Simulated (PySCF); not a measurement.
Species: C₅H₄FO (doublet state).
Geometry (GFN2-xTB, Å), atoms numbered from 1 in this order:
```xyz
11
C5H4FO angstrom
C      2.1318   -1.9899    0.8290
C      1.2504   -1.3661    0.3035
C      0.1900   -0.6679   -0.3792
O     -0.3061   -1.0830   -1.4269
C     -0.2289    0.5369    0.2652
C     -1.3039    1.3411   -0.3291
F     -1.5852    2.4602    0.4017
H      2.9038   -2.5198    1.3057
H      0.2280    0.8664    1.1845
H     -2.2351    0.7573   -0.4133
H     -1.0394    1.6676   -1.3480
```

The hyperfine couplings belong to this conformer and change with its torsions.

The species is `C#CC(=O)[CH]CF` [radical].

Computed, not measured: UKS B3LYP, pcH-1 on C F H O, non-relativistic, mean-field spin-orbit, GIAO (PySCF). Isolated species at its GFN2-xTB geometry (one conformer only). A GFN2-xTB geometry isn't a minimum of the functional, and hyperfine couplings can be far from their values at a DFT geometry. The SCF solution wasn't tested for stability.

The Mulliken spin populations are largest on C5 (+0.80), O4 (+0.29), C3 (-0.09) and C6 (-0.06). The positive populations add up to 1.20 and the negative ones to -0.20, together 2S = 1. The angles at C5 add up to 360.0°, so it is planar; its axial dipolar tensor and the negative coupling of its proton fit spin in a p orbital normal to that plane.

McConnell's relation a(H) = Q·ρ ties the coupling of a proton on a planar π carbon to the spin population of that carbon. What Q do the computed values give?

| H | C | ρ(C) | a(H) (G) | a/ρ (G) |
| --- | --- | --- | --- | --- |
| H9 | C5 | +0.800 | -18.47 | -23.1 |

One proton gives one ratio, Q = -23.1 G, and no test of linearity.

List the C–H protons on four-coordinate carbons next to a three-coordinate spin centre, with their couplings and θ (C–H bond against the normal to the plane of the centre's neighbours, projected along the bond that joins the two).

```json
{"β H": "H10", "on": "C6", "centre": "C5", "θ (°)": "30", "cos²θ": "0.75", "a (G)": "+38.53"}
{"β H": "H11", "on": "C6", "centre": "C5", "θ (°)": "31", "cos²θ": "0.74", "a (G)": "+38.17"}
```

Couplings in gauss use g_iso = 2.0045.
